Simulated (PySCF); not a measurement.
Species: C3H10SSi2.
SMILES: `CS[SiH2]/C=C\[SiH3]`

Jobs on this species (16 atoms, 72 electrons) with PySCF (density fitting). Hardware of each: an Intel Xeon Platinum 8259CL at 2.50 GHz with one thread, on a shared host. The host was shared with other jobs, so the times are rough. Peak memory is the resident size of the whole Python process, interpreter and libraries included.

```json
{"level and settings": "PBE0/def2-SVPD", "work": "6 singlets by full TDDFT, 2 Tamm–Dancoff triplets, polarisability, density and orbital grids written", "basis functions": "215", "SCF cycles": "?", "wall time": "?", "peak memory": "?"}
{"level and settings": "PBE0/def2-SVPD, start guess atom, level shift 0.3 Eh", "work": "shieldings, charges and field gradients", "basis functions": "215", "SCF cycles": "?", "wall time": "?", "peak memory": "?"}
{"level and settings": "PBE0/pcSseg-1", "work": "shieldings, charges and field gradients, density and orbital grids written", "basis functions": "173", "SCF cycles": "12", "wall time": "53 s", "peak memory": "0.86 GiB"}
{"level and settings": "B97-D/def2-SVPD, fitting basis def2-qzvpp-jkfit, start guess vsap", "work": "25 singlets by full TDDFT, 2 Tamm–Dancoff triplets, polarisability", "basis functions": "215", "SCF cycles": "15", "wall time": "2.0 min", "peak memory": "0.68 GiB"}
```

Fill in the missing figures.

- PBE0/def2-SVPD; 6 singlets by full TDDFT, 2 Tamm–Dancoff triplets, polarisability, density and orbital grids written: 76 s, 0.85 GiB, 13 SCF cycles
- PBE0/def2-SVPD, start guess atom, level shift 0.3 Eh; shieldings, charges and field gradients: 83 s, 0.84 GiB, 14 SCF cycles

What do all jobs in the table cost together?

About 5.5 min; the longest takes about 36 % of that, and about 2.3 times as long as the shortest.

Note: B97-D ran without an empirical dispersion term, which enters the total energy and its gradient alone.
